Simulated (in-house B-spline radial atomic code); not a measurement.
Ionising the niobium ion Nb³⁺ with different functionals

Computed with a radial B-spline atomic code at the basis-set limit: four-component Dirac-Coulomb Hamiltonian, Fermi nucleus of rms radius 4.324 fm, spin-restricted, spherical fractional occupations for the functionals, and exact exchange of hybrids averaged over the configuration. The ionisation energy is the difference of two self-consistent energies, [Kr] 4d2 → [Kr] 4d1, without Breit or QED terms; ε is the level of the shell that loses the electron (mean over j). The electron is taken from both j subshells in proportion to 2j + 1, so the result is a j average, not the step between ground levels.

```csv
method,rung,ΔSCF (eV),-ε(4d) (eV)
B97-1,global hybrid,36.86,31.99
BHandHLYP,global hybrid,36.81,33.92
wB97X,range-separated hybrid,36.70,34.78
LC-wPBE,range-separated hybrid,36.89,35.20
```

Among the functionals, which spreads more, the ΔSCF values or the orbital energies?

The orbital energies: ΔSCF values span about 0.19 eV and the orbital energies 3.21 eV; here energy differences depend much less on the functional than eigenvalues do.

How do they compare with the NIST value?

NIST lists 37.61 eV ± 0.022 (measured, ground level to ground level). Errors run from -0.91 to -0.72 eV. The correlated functionals all miss on the same side by more than they spread, so the cause is common to them (Breit-QED terms, spin polarisation, the choice among j levels, multiplet and fine-structure energies, or a listed next ion that isn't the cheapest removal here) and closeness doesn't rank the functionals.
